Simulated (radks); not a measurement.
The numbers below are computed, except where a source is named.
Task: Neutral tantalum: order these configurations by energy. Code: a radial shooting solver on a logarithmic mesh with Libxc functionals. Model: Dirac Kohn-Sham, relativistic LDA (MacDonald-Vosko exchange, VWN5 correlation), spin-unpolarised, spherical densities, finite nucleus; Fermi nuclear charge, rms radius of each element as measured or else 0.836 A^(1/3) + 0.57 fm. Sub-shells are occupied by j as written (lower j first in brackets). [Xe] 4f14 5d(3/2: 2, 5/2: 0) 6s2 6p(1/2: 1, 3/2: 0); [Xe] 4f14 5d(3/2: 3, 5/2: 0) 6s1 6p(1/2: 1, 3/2: 0); [Xe] 4f14 5d(3/2: 3, 5/2: 0) 6s2; [Xe] 4f14 5d(3/2: 4, 5/2: 0) 6s1.

Result: From the lowest, in eV above it: [Xe] 4f14 5d(3/2: 3, 5/2: 0) 6s2 0.000; [Xe] 4f14 5d(3/2: 4, 5/2: 0) 6s1 1.826; [Xe] 4f14 5d(3/2: 2, 5/2: 0) 6s2 6p(1/2: 1, 3/2: 0) 2.939; [Xe] 4f14 5d(3/2: 3, 5/2: 0) 6s1 6p(1/2: 1, 3/2: 0) 3.810.
